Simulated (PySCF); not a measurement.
C5H13NSi3.
SMILES with atom numbers: `[CH3:1][CH2:2][Si@@H:3]1[CH2:4][SiH2:5][C@H:6]1[SiH2:7][C:8]#[N:9]`

Cartesian coordinates in Å at the GFN2-xTB level; atoms count from 1:
```
atom  x, y, z in Å
C1    -2.6914   -0.2811   -1.3416
C2    -2.2885   -0.3620    0.1256
Si3   -0.4450   -0.7746    0.3446
C4     0.2135   -0.5585    2.1320
Si5    1.3349    0.9077    1.6341
C6     0.7327    0.6676   -0.1871
Si7    2.0336    0.2872   -1.4960
C8     2.9214   -1.2535   -0.9206
N9     3.4588   -2.1969   -0.5540
H10   -3.7521   -0.0576   -1.4454
H11   -2.4923   -1.2246   -1.8440
H12   -2.1279    0.4972   -1.8515
H13   -2.5199    0.5856    0.6143
H14   -2.8954   -1.1207    0.6206
H15   -0.1409   -2.0690   -0.2814
H16    0.7682   -1.4210    2.4876
H17   -0.5351   -0.3348    2.8863
H18    0.9374    2.2022    2.1979
H19    2.7673    0.6989    1.8413
H20    0.1751    1.5400   -0.5336
H21    3.0682    1.3224   -1.6190
H22    1.4669   -0.0421   -2.8108
```

NICS = −σ at a ghost point: NICS(0) at the centroid of the ring atoms, NICS(1) 1 Å to either side along the normal of their mean plane, zz for the tensor component along that normal. Level: GIAO PBE0/pcSseg-1 (PySCF, non-relativistic, gas phase) on the GFN2-xTB geometry, one conformer.

Ring bond lengths (Å), with Mayer bond orders in brackets: Si3–C4 1.917 (0.91), C4–Si5 1.912 (0.92), Si5–C6 1.933 (0.84), C6–Si3 1.936 (0.82).

What do the NICS probes read (ppm)?

```
         ring                                                type  NICS(0)  NICS(1), two faces  NICS(1)zz, two faces  rms pucker (Å)  centre to ring atoms, mean (Å)
Si3–C4–Si5–C6  4-membered ring with 2 Si; formal bonds all single     -0.1         -0.9 / -0.7             4.3 / 5.6            0.02                            1.36
```

What do they say, and how far can they be read as aromaticity?

- Si3–C4–Si5–C6: mean NICS(1)zz 5.0 ppm, deshielded. Si3, C4, Si5, C6 have four or more neighbours, and the NICS criterion for π rings isn't applied.

Give the inner angles of the rings and the Hirshfeld charges of the ring atoms.

- Si3–C4–Si5–C6: Si3 87.9° (+0.374 e), C4 92.6° (-0.257 e), Si5 88.1° (+0.346 e), C6 91.3° (-0.288 e); sum 359.9° against 360° for a flat convex ring.

How shielded are the nuclei of the rings and their hydrogens (means over atoms taken as equivalent)?

```
atoms                  environment  σ isotropic (ppm)  principal values of the symmetric part, first atom (ppm)
  Si3                  SiH silicon              347.7                                       310.9, 360.2, 371.9
   C4  sp3 carbon bound to silicon              190.7                                       172.3, 195.3, 204.6
  Si5                 SiH2 silicon              383.0                                       355.6, 366.7, 426.7
   C6  sp3 carbon bound to silicon              194.4                                       176.0, 199.0, 208.2
  H15                Si–H hydrogen              26.52                                          23.4, 25.9, 30.2
  H16           methylene hydrogen              30.82                                          26.9, 27.7, 37.9
  H17           methylene hydrogen              31.28                                          26.8, 28.3, 38.7
  H18                Si–H hydrogen              26.69                                          23.7, 24.1, 32.3
  H19                Si–H hydrogen              26.72                                          23.5, 25.2, 31.5
  H20             methine hydrogen              31.56                                          27.5, 29.0, 38.2
```
